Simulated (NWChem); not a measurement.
System: trichloroethylene (C2HCl3); SMILES ClC(Cl)=CCl

NWChem input:

```
start job
memory heap 200 mb stack 900 mb global 1100 mb
geometry units angstroms
  Cl     2.186508     0.603820    -0.007198
  C      0.973864    -0.598410    -0.039756
  C     -0.323257    -0.303932    -0.007989
  Cl    -0.935968     1.293392     0.068545
  Cl    -1.508697    -1.545590    -0.042671
  H      1.327644    -1.615468    -0.087935
end
basis spherical
  * library def2-svp
end
dft
  xc pbe0
  iterations 150
end
driver
  maxiter 120
end
task dft optimize
task dft freq
```

The level has its own optimisation; frequencies are unscaled. Brackets give each atom's bonded neighbours.

Problem. Give the results of this calculation. (PBE0/def2-SVP.) Quantities: r C–Cl [C(CClH)–Cl(C)] (Å); r C–C (Å); r C–H (Å); highest harmonic frequency (cm⁻¹); lowest (cm⁻¹); zero-point energy (kcal/mol); dipole (D).

Solution. 
| Item | Result |
|---|---|
| r C–Cl [C(CClH)–Cl(C)] (Å) | 1.709 |
| r C–C (Å) | 1.340 |
| r C–H (Å) | 1.091 |
| highest harmonic frequency (cm⁻¹) | 3253 |
| lowest (cm⁻¹) | 170 |
| zero-point energy (kcal/mol) | 15.7 |
| dipole (D) | 0.84 |
